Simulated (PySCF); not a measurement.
Correlation energy of Se⁺ (selenium, charge +1)

[Ar] 3d10 4s2 4p3, high-spin 4S determinant. Calculation: PySCF 2.14, in 6-31G*; no relativity, point nucleus. Frozen: [Ar] 3d10; 5 electrons correlated.

MP2 pair energies summed by pair of shells (mhartree):

```
 pair  energy  share (%)
4s-4p  -36.96       65.8
4p-4p  -13.21       23.5
4s-4s   -5.96       10.6
```

Total MP2 correlation energy: -56.14 mhartree.

Same-spin part -14.62 and opposite-spin part -41.52 mhartree; SCS-MP2 scales them by 1/3 and 6/5 to -54.70 mhartree.

```csv
level,correlation energy (mhartree)
CCSD,-71.08
(T),-0.70
CCSD(T),-71.78
```

Diagnostics: T1 = 0.0010, D1 = 0.0025, largest double amplitude 0.059.

Problem. Is a single reference adequate?

Solution. Yes, within this model without spin-orbit coupling: T1 lies below 0.03 and no double amplitude reaches 0.07.
